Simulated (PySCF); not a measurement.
NP, triplet, at a GFN2-xTB geometry (a higher spin typed on purpose: for a closed-shell molecule this is an excited state). Base run: WB97X/3-21G (PySCF).

PySCF was given this input:
```python
from pyscf import gto, scf, dft

mol = gto.Mole()
mol.atom = '''
    N    -0.000000   -0.000000   -1.042078
    P     0.000000    0.000000    0.486303
'''
mol.basis = '3-21g'
mol.charge = 0
mol.spin = 2
mol.verbose = 4
mol.build()

mf = dft.UKS(mol)
mf.xc = 'wb97x'
mf.kernel()
mf.analyze()
```

Variants of this job, named by their change:

```json
[
 {"change": "base", "ΔE vs base (mEh)": "0.000", "grid points": "33088", "electrons on the grid": "22.00000"},
 {"change": "grids.level = 1", "ΔE vs base (mEh)": "-0.008", "grid points": "11536", "electrons on the grid": "21.99997"},
 {"change": "grids.atom_grid = (99, 590)", "ΔE vs base (mEh)": "-0.004", "grid points": "60672", "electrons on the grid": "22.00000"},
 {"change": "grids.radi_method = gauss_chebyshev", "ΔE vs base (mEh)": "-0.004", "grid points": "32248", "electrons on the grid": "22.00000"},
 {"change": "grids.becke_scheme = stratmann", "ΔE vs base (mEh)": "0.002", "grid points": "33088", "electrons on the grid": "22.00000"},
 {"change": "grids.level = 5", "ΔE vs base (mEh)": "0.005", "grid points": "85704", "electrons on the grid": "22.00000"},
 {"change": "grids.level = 0", "ΔE vs base (mEh)": "14.416", "grid points": "2688", "electrons on the grid": "22.00055"},
 {"change": "grids.atom_grid = (50, 194)", "ΔE vs base (mEh)": "0.014", "grid points": "12800", "electrons on the grid": "21.99997"},
 {"change": "grids.radi_method = mura_knowles", "ΔE vs base (mEh)": "0.006", "grid points": "30840", "electrons on the grid": "22.00000"},
 {"change": "small_rho_cutoff = 0", "ΔE vs base (mEh)": "0.000", "grid points": "33088", "electrons on the grid": "22.00000"},
 {"change": "grids.atom_grid = (30, 110)", "ΔE vs base (mEh)": "-0.321", "grid points": "4912", "electrons on the grid": "22.00018"}
]
```

Open shells are given as the SCF converged; they aren't shown to be the lowest states, and a large step between rows can be another state.
